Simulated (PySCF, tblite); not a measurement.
Isomers of C8H12O2. All values are computed: GFN2-xTB (tblite) harmonic vibrations without scaling, gas phase. The method is semi-empirical: single wavenumbers can be off by several per cent or more. One conformer each.

Electronic energies: PBE0/pcSseg-1 single points on the GFN2-xTB geometries (PySCF, gas phase).

```csv
SMILES,"electronic energy, lowest = 0 (kJ/mol)"
CC1=C[C@@H](C(=O)O)CCC1,0.0
COC(=O)[C@@H]1CC=CCC1,53.7
CC(C)OC1=CCC=CO1,177.9
```

How do GFN2-xTB zero-point energies change the relative energies?

```
                 SMILES  ZPE (kJ/mol)  of it from modes above 1550 cm⁻¹  electronic (kJ/mol)  with ZPE, lowest = 0 (kJ/mol)  lowest mode (cm⁻¹)  rings
CC1=C[C@@H](C(=O)O)CCC1         485.3                             238.7                  0.0                            0.0                  35      1
  COC(=O)[C@@H]1CC=CCC1         483.5                             235.7                 53.7                           51.9                  25      1
       CC(C)OC1=CCC=CO1         479.0                             237.7                177.9                          171.6                  31      1
```

The zero-point energies span 6.3 kJ/mol, from `CC(C)OC1=CCC=CO1` to `CC1=C[C@@H](C(=O)O)CCC1`. The order is unchanged.

And how do the electronic energies of GFN2-xTB itself compare?

`CC1=C[C@@H](C(=O)O)CCC1` 0.0; `COC(=O)[C@@H]1CC=CCC1` 31.5; `CC(C)OC1=CCC=CO1` 93.0 kJ/mol, lowest = 0. Against the energies above, taken from the same isomer `CC1=C[C@@H](C(=O)O)CCC1`, the largest difference is 84.9 kJ/mol.

What do entropy and thermal enthalpy add at 298.15 K and 1 bar (rigid rotor, harmonic oscillator, one conformer each)?

```json
{"SMILES": "CC1=C[C@@H](C(=O)O)CCC1", "point group": "C1", "symmetry number": "1", "S (J/(mol K))": "414.7", "H − H(0) (kJ/mol)": "28.97", "ZPE + H − H(0) − TS (kJ/mol)": "390.6"}
{"SMILES": "COC(=O)[C@@H]1CC=CCC1", "point group": "C1", "symmetry number": "1", "S (J/(mol K))": "432.3", "H − H(0) (kJ/mol)": "29.81", "ZPE + H − H(0) − TS (kJ/mol)": "384.4"}
{"SMILES": "CC(C)OC1=CCC=CO1", "point group": "C1", "symmetry number": "1", "S (J/(mol K))": "429.4", "H − H(0) (kJ/mol)": "30.60", "ZPE + H − H(0) − TS (kJ/mol)": "381.6"}
```
